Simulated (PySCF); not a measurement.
SMILES FC(F)(C(F)(F)F)F, CAM-B3LYP/def2-SVP optimised geometry.

```
8

F     -1.22    -0.62    -1.08
C     -0.77     0.00     0.00
F     -1.22    -0.62     1.08
F     -1.22     1.25     0.00
C      0.77     0.00     0.00
F      1.22    -1.25     0.00
F      1.22     0.62    -1.08
F      1.22     0.63     1.08
```

Density from CAM-B3LYP/def2-TZVP (PySCF) at that geometry.

Minimum of the electron density along straight lines between bonded atoms, close to the bond critical point (lines longer than 1.1 times the sum of covalent radii, or with two minima, are not listed):

```tsv
bond	length / Å	ρ at the minimum / e bohr⁻³	∇²ρ there / e bohr⁻⁵	position (fraction from the first atom)
F1–C2	1.324	0.298	-0.48	0.66
C2–F3	1.324	0.298	-0.48	0.34
C2–F4	1.325	0.298	-0.48	0.34
C2–C5	1.539	[?]	[?]	0.50
C5–F6	1.325	0.298	-0.48	0.34
C5–F7	1.324	0.298	-0.48	0.34
C5–F8	1.324	0.298	-0.48	0.34
```

Fill in the missing entries.


- C2–C5, ρ at the minimum / e bohr⁻³: 0.279
- C2–C5, ∇²ρ there / e bohr⁻⁵: -0.83
